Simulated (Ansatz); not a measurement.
**Telling isomers of CH9GeSSi+ apart by their spectra**

These gas-phase data were calculated for one isomer of CH9GeSSi+ at B3LYP/6-31G* (harmonic, unscaled wavenumbers; equilibrium rotational constants with average atomic masses):

```
rotational constants            : 6.407, 1.108, 0.9803 GHz
all wavenumbers above 1500 cm⁻¹ : 3182, 3158, 3073, 2673, 2356, 2347, 2307, 2187, 2160
```

Candidates:

(1) `[CH3][GeH2][SH+][SiH3]`, a singlet
(2) `C[SiH2][SH+][GeH3]`, a singlet

**Question.** Which candidate do the data belong to?

**Answer.** Candidate (1). 2 modes lie between 1900 and 2250 cm⁻¹, one for each Ge–H bond, while (2) has 3.

The same quantities for all candidates:

```tsv
	rotational constants (GHz)	wavenumbers above 1500 cm⁻¹	E above the lowest, B3LYP/6-31G* (kcal/mol)
(1)	6.407, 1.108, 0.9803	3182, 3158, 3073, 2673, 2356, 2347, 2307, 2187, 2160	2.4
(2)	7.776, 0.8911, 0.8253	3152, 3129, 3055, 2673, 2329, 2303, 2220, 2212, 2173	0.0
```

Harmonic stretches to hydrogen usually lie a few per cent above observed fundamentals. Each candidate is one conformer. Programs: Ansatz 0.2.0.
